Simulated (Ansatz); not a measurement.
Ansatz (a quantum-chemistry and plane-wave program) input (r2SCANh/def2-TZVPD):

Ansatz 0.2 input:
```yaml
crystal:
  periodic: [false, false, false]
  atoms:
    - {symbol: V, position_ang: [-0.00000000, -0.00000000, -0.40758025]}
    - {symbol: O, position_ang: [0.00000000, 0.00000000, 1.17179321]}
basis:
  gaussian:
    orbitals: def2-TZVPD
hamiltonian:
  xc: {name: r2SCANh}
magnetization: {spin_polarized: true, initial_magnetization: 3}
output: {forces: true}
```

End of the output:

```
integrals: 0.02 GiB planned
646 factors; their error is unknown
mean field: 0.34 GiB planned
mean field evaluation 1: about -27721.7122 eV, gradient 5.1e1 eV
mean field evaluation 2: about -27541.3891 eV, gradient 1.5e2 eV
mean field evaluation 4: about -27717.7983 eV, gradient 6.9e1 eV
mean field evaluation 8: about -27732.5298 eV, gradient 8.1e-1 eV
mean field evaluation 16: about -27732.5852 eV, gradient 2.0e-3 eV
mean field evaluation 32: about -27731.1188 eV, gradient 1.3e0 eV
mean field -27732.58521323 eV, -1019.1537087649 hartree, gradient 6.7e-6 eV, S^2 3.829676; 3 other end points of the search recorded, 0 dependent functions left out
the calculation of the forces begins
reference -27732.58523344 eV, -1019.1537095076 hartree; 17, 14 occupied and 71, 74 virtual orbitals, 646 factors
Total energy: -27732.58523344 eV, -1019.1537095076 hartree
Atom 0 at    -0.000000    -0.000000    -0.407580 Å, force    -0.000000    -0.000000     0.164339 eV/Å
Atom 1 at     0.000000     0.000000     1.171793 Å, force     0.000000     0.000000    -0.164339 eV/Å
Dipole moment:     0.000000    -0.000000    -0.765044 e Å
```

The spin state was set by rule; other spins were not relaxed.
